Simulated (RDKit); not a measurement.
Input for RDKit: UFF on CH3F (SMILES CF).

```python
from rdkit import Chem
from rdkit.Chem import AllChem, rdDetermineBonds

blocks = [
'''5

C     0.02265582   -0.39961888    4.07894757
F    -0.66994787   -1.13374541    3.12012568
H     0.72957432   -1.06107753    4.58100160
H     0.55202789    0.41177952    3.57947452
H    -0.69431396    0.00061804    4.79663624
''',
]
mol = None
for b in blocks:
    f = Chem.MolFromXYZBlock(b)
    rdDetermineBonds.DetermineBonds(f, charge=0)
    mol = f if mol is None else Chem.CombineMols(mol, f)
Chem.SanitizeMol(mol)
print(Chem.MolToSmiles(Chem.RemoveHs(mol)))
ff = AllChem.UFFGetMoleculeForceField(mol, vdwThresh=100.0, ignoreInterfragInteractions=False)
e = ff.CalcEnergy()
print(f'UFF energy {e:.6f} kcal/mol')
```

Output:

```
CF
UFF energy 0.472787 kcal/mol
```

The run finished.

Cost: about 0.010 core-seconds (a rough figure).
